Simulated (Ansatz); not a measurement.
Tetraphenylgermane (C₂₄H₂₀Ge), relaxed as a singlet with RKS PBE-D4/def2-SVP in Ansatz, starting from the GFN2-xTB geometry. Force threshold 0.03 eV/Å.

Single mean-field runs in def2-SVP are fitted with def2-universal-jkfit.

Start:

```xyz
45

C     0.1441   -0.8226    4.6908
C     1.1616   -1.2844    3.8730
C     1.1228   -1.0344    2.5130
C     0.0709   -0.3212    1.9523
Ge    0.0001    0.0003    0.0008
C    -0.7803   -1.5801   -0.8973
C    -1.3789   -1.4627   -2.1451
C    -1.9012   -2.5718   -2.7858
C    -1.8302   -3.8167   -2.1834
C    -1.2338   -3.9462   -0.9406
C    -0.7139   -2.8335   -0.3038
C     1.8277    0.3109   -0.6877
C     2.7581    1.0129    0.0677
C     4.0274    1.2578   -0.4241
C     4.3819    0.8012   -1.6824
C     3.4630    0.0994   -2.4439
C     2.1949   -0.1431   -1.9472
C    -1.1188    1.5908   -0.3660
C    -2.5019    1.4825   -0.4365
C    -3.2876    2.5975   -0.6675
C    -2.6963    3.8395   -0.8275
C    -1.3188    3.9599   -0.7576
C    -0.5378    2.8414   -0.5284
C    -0.9428    0.1377    2.7825
C    -0.9094   -0.1111    4.1427
H     0.1752   -1.0123    5.7539
H     1.9859   -1.8394    4.2976
H     1.9219   -1.3901    1.8741
H    -1.4424   -0.4877   -2.6117
H    -2.3696   -2.4661   -3.7540
H    -2.2400   -4.6838   -2.6815
H    -1.1790   -4.9162   -0.4666
H    -0.2555   -2.9336    0.6717
H     2.4838    1.3614    1.0556
H     4.7443    1.8027    0.1736
H     5.3745    0.9871   -2.0667
H     3.7379   -0.2606   -3.4252
H     1.4802   -0.7013   -2.5382
H    -2.9638    0.5101   -0.3177
H    -4.3627    2.4999   -0.7217
H    -3.3084    4.7105   -1.0127
H    -0.8550    4.9282   -0.8814
H     0.5394    2.9356   -0.4798
H    -1.7629    0.7000    2.3548
H    -1.7044    0.2515    4.7781
```

(1) Estimate the energy that the relaxation releases and the steps that it takes.

(2) Does the start keep its bonding and symmetry?

(3) Predict the relaxed structure.

Results:

(1) 9.6 kcal/mol, in 5 steps; 30 s on 2 threads of AMD EPYC 7R13 on a shared host and a share (18 GiB) of an NVIDIA H100 80GB HBM3. No frequencies were taken in this run, so the end may be a saddle point.

(2) By distances, no bond broke or formed. The bond that changes most is C6–C7, from 1.39 to 1.41 Å (atoms count from 1).

(3) 
```xyz
45

C     0.159   -0.833    4.714
C     1.182   -1.312    3.880
C     1.143   -1.051    2.501
C     0.082   -0.312    1.937
Ge    0.000    0.000    0.000
C    -0.786   -1.563   -0.890
C    -1.379   -1.441   -2.165
C    -1.905   -2.565   -2.822
C    -1.846   -3.828   -2.210
C    -1.262   -3.962   -0.940
C    -0.737   -2.837   -0.285
C     1.819    0.302   -0.673
C     2.756    1.031    0.091
C     4.044    1.285   -0.407
C     4.413    0.812   -1.676
C     3.491    0.083   -2.445
C     2.204   -0.171   -1.945
C    -1.114    1.572   -0.372
C    -2.520    1.460   -0.426
C    -3.322    2.590   -0.652
C    -2.726    3.849   -0.829
C    -1.328    3.974   -0.781
C    -0.529    2.842   -0.556
C    -0.937    0.167    2.787
C    -0.900   -0.093    4.166
H     0.190   -1.035    5.796
H     2.018   -1.888    4.308
H     1.958   -1.421    1.857
H    -1.442   -0.453   -2.649
H    -2.367   -2.455   -3.816
H    -2.260   -4.709   -2.723
H    -1.218   -4.950   -0.455
H    -0.290   -2.951    0.716
H     2.481    1.397    1.094
H     4.766    1.853    0.201
H     5.423    1.010   -2.067
H     3.779   -0.295   -3.438
H     1.491   -0.752   -2.552
H    -2.998    0.474   -0.300
H    -4.418    2.488   -0.694
H    -3.354    4.736   -1.008
H    -0.857    4.959   -0.925
H     0.568    2.948   -0.531
H    -1.768    0.757    2.367
H    -1.702    0.288    4.818
```
Bond lengths: 24 × C–C 1.40 to 1.41 Å; 4 × C–Ge 1.96 Å; 20 × C–H 1.10 Å.
